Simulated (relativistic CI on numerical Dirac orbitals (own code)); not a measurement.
# Ir4+: 4d photoemission

Computed with this model: Dirac-Coulomb-Breit CI, KLI orbitals optimised for each configuration, model QED, valence Slater integrals scaled by 0.8, multiplet model of photoemission in the sudden approximation; configurations [Xe] 4f14 5d5 → [Kr] 4d9 4f14 5s2 5p6 5d5; 300 K; Lorentzian 3.5 eV and Gaussian 0.6 eV FWHM. Energies are those of the free ion, without screening or charge transfer. The energies are binding energies and can lie tens of eV above those of solids. S is read from ⟨S²⟩ = S(S + 1).

free ion: ground-state S = 2.36, centroid 366.06 eV. Peaks (eV, height): 359.4 (100), 375.4 (65).

Strongest unbroadened transitions for free ion:

```tsv
Energy (eV)	Relative strength
359.03	100.0
359.35	81.2
359.54	61.4
359.75	41.7
359.76	20.4
360.18	6.8
360.97	3.5
364.75	1.8
364.91	2.4
365.09	2.8
365.77	1.9
375.02	26.8
375.36	43.1
375.63	58.2
375.84	72.4
377.75	2.6
379.44	1.7
379.68	2.7
```
